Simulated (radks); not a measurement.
Results of a calculation; reference values are marked as such.
Problem. Neutral iodine, 53 electrons, occupied as [Kr] 4d10 5s2 5p3 4f2 (not the ground configuration). Level of theory: Dirac Kohn-Sham, BLYP, spin-unpolarised, spherical densities, point nucleus; open shells fill j = l - 1/2 first (a radial shooting solver on a logarithmic mesh with Libxc functionals).

Spin-orbit splittings of the eigenvalues, e(l+1/2) - e(l-1/2), with zeta = 2 splitting/(2l+1) and mean radii in bohr:

| shell | occ. | splitting (eV) | zeta (eV) | <r> j=l-1/2 | <r> j=l+1/2 |
|---|---|---|---|---|---|
| 2p | 6 | 298.9 | 199.3 | 0.09845 | 0.1041 |
| 3p | 6 | 56.23 | 37.49 | 0.3040 | 0.3156 |
| 3d | 10 | 11.83 | 4.731 | 0.2865 | 0.2901 |
| 4p | 6 | 10.99 | 7.325 | 0.7724 | 0.8007 |
| 4d | 10 | 1.723 | 0.6893 | 0.9128 | 0.9241 |
| 4f | 2 | ? | ? | 10.24 | 10.25 |
| 5p | 3 | 1.277 | 0.8514 | 2.173 | 2.258 |
| 5d | 0 | 0.09426 | 0.03771 | 3.571 | 3.614 |

Estimate the 4f splitting.

Solution. 0.0006569 eV (zeta = 0.0001877 eV).
